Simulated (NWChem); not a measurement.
System: HfH₄; SMILES [HfH4]

```xyz
5

Hf     0.0000     0.0000     0.0000
H      1.0441    -1.0953     1.0701
H     -1.0441     1.0953     1.0701
H     -1.0953    -1.0441    -1.0701
H      1.0953     1.0441    -1.0701
```
Atoms are numbered in this order, from 1.

Computed with NWChem. All runs use the structure optimised with PBE-D3(BJ)/def2-SVP. def2 effective core potentials on Hf; no spin-orbit coupling. Field at 589 nm.

For level B3LYP/def2-SVP:

```yaml
isotropic polarisability (bohr³): 49.4
```

Task: What are these values for level B3LYP/def2-SVPD?

Result: 
* **isotropic polarisability (bohr³)**: 53.9
